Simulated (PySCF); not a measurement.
FH3S3Ti, SMILES [F][Ti]([SH])([SH])[SH], multiplicity 1. Atoms are numbered in the order given.

```xyz
8

Ti     0.2287    -0.2478    -0.0276
F      1.3593    -1.5580    -0.0268
S      0.9428     1.5584     1.1176
H      1.3099     0.7505     2.1456
S     -0.1983     0.4936    -2.1192
H     -1.4041     0.9250    -1.6736
S     -1.7125    -0.8130     1.0007
H     -1.6829    -2.0256     0.3902
```
Charge 0, spin multiplicity 1.

Geometry optimised at PBE0-D3(BJ)/def2-SVP. The multiplicity is an assumed one; no other spin state was optimised. The structure was generated by enumeration; whether it is a known compound was not checked. One conformer was computed; it need not be the lowest.

These are B3LYP/def2-TZVP in PySCF values and carry that method's errors.

ESP charges are fitted to the potential on shells at 1.4 to 2.0 van der Waals radii. Atomic charges (e):

```tsv
atom	meta-Löwdin	ESP fit
Ti1	1.17	0.63
F2	-0.42	-0.27
S3	-0.35	-0.27
H4	0.11	0.17
S5	-0.35	-0.24
H6	0.12	0.15
S7	-0.38	-0.33
H8	0.11	0.17
```
